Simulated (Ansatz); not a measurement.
Question: Name a neutral molecule of C, N, Si and H with LUMO energy (PBE0/def2-TZVPP) between -1.00 and -0.70 eV and HOMO–LUMO gap (PBE0/def2-TZVPP) between 6.35 and 6.65 eV (Ansatz, PBE0-D4/def2-TZVP geometry).

Answer: `C[SiH2][SiH2]C=N` (-0.94 eV, 6.46 eV); `N=C[SiH3]` (-0.96 eV, 6.50 eV); `C=C[SiH2]C=N` (-0.83 eV, 6.47 eV). Other molecules can fit too; these were computed, each in one conformer that needn't be the lowest.
